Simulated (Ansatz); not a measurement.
Basis sets compared for the cluster Zr₂S₂⁺ (the lowest doublet isomer of a short search). Total charge 1; doublet. Geometry B3LYP-D4/def2-SVP. Ansatz on 4 threads of Arm Neoverse V2 on a shared host; times are rough, and most runs start from earlier orbitals.

Cartesian coordinates in Å:
```
Zr 0.008 1.175 -0.739
Zr 0.774 -0.968 0.626
S -0.357 -1.074 -1.485
S -0.425 0.867 1.598
```

In the def2 sets Zr takes a core potential; there is no spin–orbit coupling. The structure comes from a short search, and lower isomers may exist.

```json
{"level": "PBE-D4/def2-SVP", "functions": "98", "energy (Eh)": "-889.8020", "HOMO (eV)": "-8.96", "LUMO (eV)": "-8.30", "wall time": "2.9 s"}
{"level": "PBE0-D4/def2-SVP", "functions": "98", "energy (Eh)": "-889.7996", "HOMO (eV)": "-9.80", "LUMO (eV)": "-7.37", "wall time": "3 s"}
```

Question: Estimate the rows for PBE-D4/def2-TZVP, PBE0-D4/def2-TZVP (with forces).

Answer: 
```csv
level,functions,energy (Eh),HOMO (eV),LUMO (eV),wall time
PBE-D4/def2-TZVP,154,-890.1009,-8.86,-8.22,4.3 s
PBE0-D4/def2-TZVP (with forces),154,-890.0967,-9.71,-7.27,7.5 s
```
